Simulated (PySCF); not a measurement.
Isomers of C9H17N, from PBE0-D3(BJ)/def2-SVP geometry optimisation, gas phase in PySCF. One conformer each, no zero-point energy, no frequencies.

**Question.** Which is lower in electronic energy at this level?
A. `[NH2:1][CH2:2][C@@H:3]1[CH2:4][C@H:5]2[CH2:6][CH2:7][C@@H:8]([CH2:9]1)[CH2:10]2` with H–N1–C2–C3 67° and -175°, N1–C2–C3–C4 -175°: A = 2453, B = 948.4, C = 873.8 MHz, dipole 1.27 D
B. `[CH3:1][CH2:2][C@H:3]([C:4]#[N:5])[C:6]([CH3:7])([CH3:8])[CH2:9][CH3:10]` with C1–C2–C3–C4 -61°, C2–C3–C6–C7 -178°, C3–C6–C9–C10 -55°: A = 1523, B = 1075, C = 812.8 MHz, dipole 3.98 D

**Answer.** A. That is `NC[C@@H]1C[C@H]2CC[C@H](C2)C1`, 17.0 kcal/mol below the other.

```tsv
SMILES	mapped SMILES	E (Eh)	relative (kcal/mol)	relative (kJ/mol)	dipole (D)
NC[C@@H]1C[C@H]2CC[C@@H](C1)C2	[NH2:1][CH2:2][C@@H:3]1[CH2:4][C@H:5]2[CH2:6][CH2:7][C@@H:8]([CH2:9]1)[CH2:10]2	-407.20411	0.0	0.0	1.27
CC[C@H](C#N)C(C)(C)CC	[CH3:1][CH2:2][C@H:3]([C:4]#[N:5])[C:6]([CH3:7])([CH3:8])[CH2:9][CH3:10]	-407.17708	17.0	71.0	3.98
```

As drawn, the lower has an N–H bond, which the higher lacks; the higher has a C≡N group and a quaternary carbon, which the lower lacks.
